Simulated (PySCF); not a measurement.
# Electronic structure of Cl(2+) (chlorine, charge +2) at the r2SCAN level

Configuration: [Ne] 3s1 3p4, high-spin 4P determinant (an excited configuration). Calculation: PySCF 2.14, in x2c-QZVPPall with one added diffuse shell each of s, p, d, f type (10s7p5d3f1g, 86 functions); scalar relativity by spin-free X2C-1e.

```json
{"Total energy": "-459.7460 hartree", "One-electron energy": "-619.6689 hartree", "Hartree (Coulomb) energy": "187.5343 hartree", "Exchange-correlation energy": "-27.6115 hartree", "⟨S²⟩": "3.7534", "⟨L²⟩": "2.016", "Sum of ⟨r⟩": "11.28 bohr", "Sum of ⟨r²⟩": "15.79 bohr²", "Traceless quadrupole moment −½Σ⟨3z² − r²⟩ along its main axis": "-1.13 e·bohr²", "Langevin diamagnetic susceptibility": "-12.5 ×10⁻⁶ cm³/mol"}
```

| shell | electrons | mean orbital energy (eV) | spread (eV) | rms radius, mean of both spins (bohr) |
| --- | --- | --- | --- | --- |
| 1s α | 1 | -2794.4 | 0 | 0.105 |
| 1s β | 1 | -2793.5 | 0 | 0.105 |
| 2s α | 1 | -286.91 | 0 | 0.482 |
| 2s β | 1 | -286.29 | 0 | 0.482 |
| 2p α | 3 | -223.95 | 0.739 | 0.452 |
| 2p β | 3 | -222.93 | 0.182 | 0.452 |
| 3s α | 1 | -48.582 | 0 | 1.53 |
| 3p α | 3 | -34.374 | 1.877 | 1.71 |
| 3p β | 1 | -30.291 | 0 | 1.71 |

Densities and radii are taken from the X2C orbitals without a picture-change correction, which distorts them close to the nucleus.
